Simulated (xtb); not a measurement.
A run for xtb: GFN2-xTB on silylarsine (SMILES [SiH3][AsH2]), a point of a torsion scan.

```
$ xtb mol.xyz --gfn 2 --sp --chrg 0 --uhf 0
7

Si    -0.83186356     0.05180233    -0.03040013
As     1.48666176    -0.14180134    -0.01120956
H     -1.51067019    -0.87016127    -0.94858911
H     -1.24806819     1.41493274    -0.38055908
H     -1.34815556    -0.23364500     1.31588169
H      1.63571119     0.66631962    -1.26781999
H      1.47542251    -1.39532037    -0.83583847
```

Q: What total energy does the run end on?

A: -6.6391 hartree.
